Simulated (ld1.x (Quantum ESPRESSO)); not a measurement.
neon (Ne) TM: all-electron and pseudo phase curves

```json
{"Element": "Ne", "Generator": "ld1.x (Quantum ESPRESSO) 7.5", "Type": "norm-conserving Troullier–Martins (Kleinman–Bylander form)", "Functional": "PBE", "Relativity": "non-relativistic", "Frozen core": "[He]", "Valence charge": "8", "Reference configuration": "2s2 2p4.5 (charge +1.5)", "Partial waves": "2s (bound): rc 0.65 bohr; 2p (bound): rc 1.30 bohr; 3d channel at 0.2 Ry: rc 1.20 bohr", "Local potential": "all-electron potential smoothed inside 1.00 bohr (lloc = -1)", "Core correction": "none"}
```

The phase is arctan(r·u′/u) with u = r·R(r), unwrapped; energies in Ry, scanned from -7 to 5 Ry. A pole is an energy at which the radial function vanishes at the test radius. The pseudo phase is shifted by a multiple of π to meet the all-electron one at the reference energy, and phase errors are pseudo minus all-electron; the curves can meet again beyond the range given. Levels narrower than the energy grid can be missing from the lists of poles.

| channel | radius (bohr) | reference energy (Ry) | poles, all-electron | poles, pseudo | unbroken range about the reference energy with phases within 0.05 rad | phase error 1 Ry above the reference energy (rad) |
| --- | --- | --- | --- | --- | --- | --- |
| s | 1.41 | -4.88 | -3.69 | -3.68 | the whole range | +0.000 |
| p | 1.41 | -3.17 | -2.08 | -2.06 | below 2.3 | +0.002 |
| d | 1.41 | 0.20 | none | none | the whole range | +0.000 |

Phases in the d channel:

| E (Ry) | all-electron | pseudo |
| --- | --- | --- |
| -7.00 | 1.312 | 1.312 |
| -6.74 | 1.308 | 1.308 |
| -6.48 | 1.303 | 1.303 |
| -6.22 | 1.298 | 1.298 |
| -5.96 | 1.293 | 1.293 |
| -5.70 | 1.288 | 1.288 |
| -5.44 | 1.282 | 1.282 |
| -5.18 | 1.276 | 1.276 |
| -4.92 | 1.270 | 1.270 |
| -4.66 | 1.263 | 1.263 |
| -4.40 | 1.256 | 1.256 |
| -4.14 | 1.248 | 1.248 |
| -3.88 | 1.240 | 1.240 |
| -3.62 | 1.231 | 1.231 |
| -3.36 | 1.222 | 1.222 |
| -3.10 | 1.211 | 1.211 |
| -2.84 | 1.200 | 1.200 |
| -2.58 | 1.188 | 1.188 |
| -2.32 | 1.175 | 1.175 |
| -2.06 | 1.160 | 1.160 |
| -1.80 | 1.144 | 1.144 |
| -1.54 | 1.127 | 1.127 |
| -1.28 | 1.107 | 1.107 |
| -1.02 | 1.085 | 1.085 |
| -0.76 | 1.061 | 1.061 |
| -0.50 | 1.033 | 1.033 |
| -0.24 | 1.001 | 1.001 |
| 0.02 | 0.964 | 0.964 |
| 0.28 | 0.921 | 0.921 |
| 0.54 | 0.870 | 0.870 |
| 0.80 | 0.811 | 0.811 |
| 1.06 | 0.739 | 0.740 |
| 1.32 | 0.653 | 0.654 |
| 1.58 | 0.550 | 0.550 |
| 1.84 | 0.424 | 0.425 |
| 2.10 | 0.276 | 0.276 |
| 2.36 | 0.104 | 0.104 |
| 2.62 | -0.085 | -0.084 |
| 2.88 | -0.278 | -0.277 |
| 3.14 | -0.463 | -0.462 |
| 3.40 | -0.629 | -0.628 |
| 3.66 | -0.772 | -0.771 |
| 3.92 | -0.892 | -0.890 |
| 4.18 | -0.991 | -0.990 |
| 4.44 | -1.074 | -1.072 |
| 4.70 | -1.142 | -1.141 |
| 4.96 | -1.200 | -1.199 |
